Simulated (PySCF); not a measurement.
# P⁹⁺: ionisation energy

P⁹⁺ [He] 2s2 2p2 [2p1/2^2, M_J = 0] → P¹⁰⁺ [He] 2s2 2p1 [2p1/2^1, M_J = 1/2], as a difference of total energies. All numbers are calculated (PySCF 2.14, the two-component X2C-1e Hamiltonian, in an uncontracted even-tempered set (18 s from 1.2 bohr⁻², ratio 2.4; 11 p from 1.6 bohr⁻², ratio 2.4; 5 d from 6.8 bohr⁻², ratio 2.6; 5 f from 10 bohr⁻², ratio 2.6)). Correlated levels: nothing frozen; the 30 highest virtual spinors dropped. "Screened" scales the spin-orbit matrix elements by Boettger's factors to mimic the two-electron term; Breit and QED terms are absent.

```
                    method  ionisation energy (eV)
           GHF (spin-free)                  424.77
          GMP2 (spin-free)                  425.15
 GHF (screened spin-orbit)                  424.40
GMP2 (screened spin-orbit)                  424.77
```

Problem. How much does correlation contribute at GMP2 (screened spin-orbit)?

Solution. 424.77 − (424.40) = 0.37 eV, measured against GHF (screened spin-orbit).

The labels give the starting determinants; with spin-orbit coupling the two ends relaxed to ⟨J²⟩ = 1.80, ⟨L²⟩ = 1.99, ⟨S²⟩ = 1.99 and ⟨J²⟩ = 0.76, ⟨L²⟩ = 2.00, ⟨S²⟩ = 0.75.

The determinant of P⁹⁺ mixes levels of different J (the jj label is only the starting occupation), so the difference between spin-free and spin-orbit rows is not the physical spin-orbit shift.

For comparison: 424.4 ± 0.09 eV (semi-empirical (NIST evaluation); NIST Atomic Spectra Database, ionization energies).
